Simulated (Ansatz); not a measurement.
InH2(CH2SiH3) (CH₇InSi) was relaxed with B3LYP-D4 (def2-SVP) in Ansatz in these states: charge +1 doublet, neutral singlet. The geometries follow in no particular order.

In the def2 sets In takes a core potential; there is no spin–orbit coupling.

A:

Cartesian coordinates in Å:
```
In 1.096 1.584 0.245
H 0.556 2.752 1.418
H 2.116 2.036 -1.090
C 0.470 -0.508 0.452
Si -1.121 -0.922 -0.455
H 1.285 -1.143 0.066
H 0.343 -0.718 1.527
H -2.247 -0.075 0.049
H -0.975 -0.652 -1.919
H -1.522 -2.354 -0.294
```

B:

Cartesian coordinates in Å:
```
In -2.151 -0.056 -0.011
H -2.392 0.448 -1.605
H -2.368 -0.429 1.622
C 0.317 -0.856 -0.247
Si 1.344 0.680 0.193
H 0.229 -1.686 0.471
H 0.226 -1.178 -1.296
H 1.008 1.763 -0.768
H 1.024 1.079 1.588
H 2.763 0.235 0.053
```

**Question.** Judge from the bond lengths which geometry belongs to which state (an estimate).

**Answer.** A is the neutral singlet (In1–C4 2.193 Å, In1–H2 1.740 Å, In1–H3 1.740 Å); B is the charge +1 doublet (In1–C4 2.605 Å, In1–H2 1.689 Å, In1–H3 1.689 Å).
